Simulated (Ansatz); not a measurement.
Frontier orbitals of CH4ClNOSSi (`O[Si]1(Cl)NCS1`).

```xyz
10

O     0.8126   -0.2230   -2.0998
Si    0.6878   -0.2868   -0.4804
Cl    2.6395   -0.3780    0.1834
N    -0.3128    0.8641    0.2471
C    -1.2213    0.0039    0.9838
S    -0.6516   -1.6571    0.4127
H     1.6823   -0.3808   -2.4720
H    -0.2594    1.8462    0.4520
H    -2.2687    0.1413    0.7045
H    -1.1084    0.0702    2.0686
```

The species carries charge 0 and has multiplicity 1. Geometry: relaxed with PBE0-D4/def2-TZVP. It is one conformer, not always the lowest. Basis def2-TZVPP, the Gaussian-basis code of Ansatz.

```json
{"functional": "LDA (SPW92)", "HOMO (eV)": "-6.05", "LUMO (eV)": "-1.15", "gap (eV)": "4.90"}
{"functional": "PBE", "HOMO (eV)": "-5.92", "LUMO (eV)": "-0.93", "gap (eV)": "4.99"}
{"functional": "revPBE", "HOMO (eV)": "-5.87", "LUMO (eV)": "-0.84", "gap (eV)": "5.03"}
{"functional": "r2SCAN", "HOMO (eV)": "-6.19", "LUMO (eV)": "-0.64", "gap (eV)": "5.55"}
{"functional": "B97M-V", "HOMO (eV)": "-6.29", "LUMO (eV)": "-0.64", "gap (eV)": "5.65"}
{"functional": "PBE0", "HOMO (eV)": "-7.17", "LUMO (eV)": "0.06", "gap (eV)": "7.23"}
{"functional": "B3LYP", "HOMO (eV)": "-6.91", "LUMO (eV)": "-0.19", "gap (eV)": "6.72"}
{"functional": "ωB97M-V", "HOMO (eV)": "-9.37", "LUMO (eV)": "1.96", "gap (eV)": "11.33"}
```

From PBE to PBE0 the HOMO moves by −1.25 eV and the LUMO by +1.00 eV, and with ωB97M-V by −3.44 and +2.90 eV, so the gap grows from 4.99 to 11.33 eV with exact exchange. A positive LUMO is unbound and depends on the basis.

B3LYP here is the variant with VWN-RPA as its local correlation; programs differ in this.
